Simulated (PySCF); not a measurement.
MoH₄, SMILES [MoH4] (connectivity only; charge and spin as stated), neutral, multiplicity 3.

Geometry: B3LYP-D3(BJ)/def2-TZVPD. The multiplicity is an assumed one; other spin states were not compared. The def2 effective core potentials stand for the cores of Mo; spin–orbit coupling is left out.

Method: PBE0/def2-TZVPD in PySCF.

The molecule is in vacuum.

- total energy: -70.47351 hartree
- point group: Td
- α spin, highest occupied and lowest empty level: -7.31 and -2.25 eV
- β spin, highest occupied and lowest empty level: -9.11 and -2.15 eV
- dipole moment: 0.000 e·Å
- quadrupole, principal values (traceless, Buckingham form, about the centre of nuclear charge): 0.00, 0.00, 0.00 D·Å
- mean static polarisability: 51.2 bohr³ (7.59 Å³)
- polarisability, principal values: 51.2, 51.2, 51.2 bohr³
- ⟨S²⟩: 2.031 (pure state 2.00)
